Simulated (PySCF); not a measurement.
**From computed data to an observable: dipole moment from atomic charges**

Mg(Cl)(Me) (CH3ClMg), SMILES [Mg]([Cl])[CH3]. Atoms are numbered in the order given.

```xyz
6

Mg     0.0000     0.0000     0.4635
Cl     0.0000     0.0000    -1.7436
C      0.0000     0.0000     2.5427
H      0.8883     0.5129     2.9409
H      0.0000    -1.0258     2.9409
H     -0.8883     0.5129     2.9409
```
Charge 0, spin multiplicity 1.

Geometry optimised at PBE-D3(BJ)/def2-TZVP.

Charges (e) from CAM-B3LYP/def2-TZVPD run with PySCF:

```tsv
atom	IAO	ESP fit
Mg1	1.448	0.830
Cl2	-0.825	-0.485
C3	-1.030	-0.721
H4	0.136	0.125
H5	0.136	0.125
H6	0.136	0.125
```

The dipole moment of the full density is 2.25 D.

Task: What dipole moment does each set of point charges give, and which comes closer to that of the density?

Result: 
μ = Σ q r, and 1 e Å = 4.8032 D.
IAO: Σ q r = (0.000, 0.000, 0.691) e Å, |μ| = 3.32 D.
ESP fit: Σ q r = (0.000, 0.000, 0.500) e Å, |μ| = 2.40 D.
ESP fit comes closer in size. Point charges leave out the atoms' own dipoles (lone pairs, polarised bonds); fits to the potential absorb them, partitions of the density don't.
